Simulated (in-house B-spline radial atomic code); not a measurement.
**RPA and G0W0 on LDA VWN5: Cl²⁺**

Configuration [Ne] 3s2 3p3, highest spin, mean-field start LDA VWN5. Computed with a B-spline radial code for spherical atoms: all electrons, scalar-relativistic (spin-free one-electron X2C), finite nucleus, each spin shell either full or empty, empty states to l = 9 with an (l + 1/2)⁻⁴ tail; G0W0 by contour deformation at full frequency.

Command:
```bash
python run_gw.py task.json out
```
Settings (radii: box in bohr, nucleus in fm):
```
Z                        17
electrons                15
configuration            [Ne] 3s2 3p3
hamiltonian              x2c
method                   lda,vwn
lmax                     9
rms_radius               3.3654
spin_polarised           True
box_radius               17.55
intervals                70
```

Time taken, with all properties: 3.4 s on 1 thread of Arm Neoverse N1, with other jobs on the host.

Energies (hartree):

```tsv
term	value
mean-field total	-458.71156
Hartree-Fock functional on these orbitals	-459.62535
direct second order	-1.0503
second-order exchange	0.38413
SOSEX correction	0.34354
```

Q: What is the RPA correlation energy, and what remains with SOSEX?

A: RPA gives -0.90653 hartree (-1.64 eV per electron); RPA + SOSEX gives -0.56299, and the second-order doubles -0.66621 hartree (no singles). SOSEX takes back 38 % of the RPA value.

Quasi-particle levels (eV):

```tsv
level	occupied	mean field	Σx - vxc	Σc	QP weight	G0W0
3p up	yes	-33.03	-6.57	?	?	?
3s down	yes	-42.57	-4.17	-2.08	0.917	-48.82
3p down	no	-29.606	8.45	-3.24	0.916	-24.394
```

G0W0 = mean field + (Σx - vxc) + Σc, with Σc (partial-wave tail included) taken at the quasi-particle energy. Only the outer levels were computed. Levels of low weight are left out.

Q: Where does G0W0 put 3p up?

A: At -39.52 eV, with Σc = 0.08 eV and a quasi-particle weight of 0.913. The tabulated removal energy is 39.8 ± 0.11 eV (NIST, semi-empirical); the calculation leaves out spin-orbit coupling, Breit and QED terms, and what these don't explain is the method's own error.
